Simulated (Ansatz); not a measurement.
A calculation with Ansatz (development build ahead of 0.2.0).

```yaml
crystal:
  periodic: [false, false, false]
  atoms:
    - { symbol: Li, position_ang: [-1.02809, 0.21339, -0.4984] }
    - { symbol: Li, position_ang: [0.95821, -0.17746, 0.5715] }
    - { symbol: F, position_ang: [0.41258, -0.69245, -1.05141] }
    - { symbol: F, position_ang: [-0.43128, 0.65792, 1.0056] }
basis:
  gaussian: { orbitals: def2-SVP }
total_charge: 1
magnetization:
  spin_polarized: true
  initial_magnetization: 1
hamiltonian:
  xc: hf
output:
  forces: true
```

The input is written out in the form of the current development build from the run's settings.

Results

```
Converged                       : yes
Total energy                    : -213.43003 hartree
Spin squared of the determinant : 0.753
Stability test                  : minimum
```

Forces (eV/Å):
```
atom      Fx      Fy      Fz
 Li1  -2.144   1.253   0.608
 Li2   0.960   0.647   2.290
  F3   0.696  -1.112  -1.708
  F4   0.489  -0.787  -1.191
```
